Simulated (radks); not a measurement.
Values are calculated unless marked as measured or tabulated.
The table gives one normalised radial function P(r) = r R(r) of Al in [Ne] 3s2 3p(up 0.5, down 0.5) (r in bohr). Code: a radial shooting solver on a logarithmic mesh with Libxc functionals. Model: scalar-relativistic Kohn-Sham, r2SCAN, spin-polarised, spherical densities, finite nucleus; meta-GGA in the generalised Kohn-Sham scheme; Fermi nuclear charge, rms radius 3.061 fm.

r             P
0.01381   0.0024
0.0157    0.0031
0.01784   0.0039
0.02028   0.0050
0.02305   0.0063
0.0262    0.0079
0.02978   0.0100
0.03384   0.0126
0.03846   0.0158
0.04372   0.0197
0.04969   0.0245
0.05647   0.0304
0.06418   0.0373
0.07295   0.0457
0.08225   0.0548
0.09348   0.0661
0.1062    0.0790
0.1207    0.0935
0.1372    0.1094
0.156     0.1266
0.1773    0.1445
0.2015    0.1625
0.229     0.1795
0.2603    0.1944
0.2958    0.2058
0.3362    0.2120
0.3821    0.2113
0.4343    0.2020
0.4936    0.1827
0.561     0.1526
0.6325    0.1140
0.7189    0.0622
0.8171    0.0006
0.9286   -0.0692
1.055    -0.1451
1.2      -0.2262
1.363    -0.3089
1.55     -0.3881
1.761    -0.4577
2.002    -0.5123
2.275    -0.5489
2.586    -0.5639
2.939    -0.5556
3.34     -0.5246
3.796    -0.4738
4.314    -0.4084
4.864    -0.3400
5.529    -0.2669
6.284    -0.1994
7.142    -0.1408
8.117    -0.0934
9.225    -0.0578
10.49    -0.0332
11.92    -0.0175

Which n and l does it have? It may be an empty orbital.

Answer. n = 3, l = 1: the number of nodes gives n - l - 1 = 1, the rise at small r (about r^(l+1)) gives l, and the extent must fit the shell. The curve is that of 3p. 3p: eigenvalue -2.655 eV, 1 radial node at r = 0.818 bohr, <r> = 3.39 bohr, 90 % of the charge inside 5.38 bohr.
